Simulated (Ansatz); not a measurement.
Consider the formal hydrolysis of the Si–C bond: `CC[Si]O[SiH3]` + H₂O → `O[Si]O[SiH3]` + ethane.

Gas-phase electronic energies from Ansatz, PBE0-D4/def2-TZVP geometries. CCSD(T)/CBS is the MP2 limit (def2-TZVPP, def2-QZVPP) plus CCSD(T) − MP2 in def2-TZVPP, frozen cores. This one scheme is used for every species. Each species was taken in one conformer, which may not be the lowest.

| species | MP2/CBS(def2) energy (Eh) |
| --- | --- |
| `CC[Si]O[SiH3]` | -734.19913 |
| H₂O | -76.36589 |
| `O[Si]O[SiH3]` | -730.95536 |
| `CC` | -79.67486 |

**Question.** Work out ΔE.

**Answer.** ΔE = (-730.95536) + (-79.67486) − (-734.19913) − (-76.36589) = -0.06520 Eh = -1.77 eV. CCSD(T)/CBS gives -1.74 eV.

**Question.** What do rigid-rotor, harmonic-oscillator terms from PBE0-D4/def2-TZVP frequencies (298.15 K, 1 bar) make of the CCSD(T)/CBS value? (Best estimate.)

**Answer.** Computed: ΔZPE = +0.07 eV, ΔH = -1.71 eV, ΔS = -6 J/(mol·K), ΔG = -1.69 eV.

Largest T1 diagnostic among the species: 0.014.

The D4 term adds +0.14 eV with B3LYP and +0.08 eV with PBE0; it sums over pairs of atoms, weighted by their polarisabilities, and B3LYP, whose exchange is more repulsive, gets the larger term. At CCSD(T), def2-SVP lies −0.05 eV from the extrapolated value and def2-TZVPP −0.04 eV.

B3LYP here is the variant with VWN-RPA as its local correlation; programs differ in this.
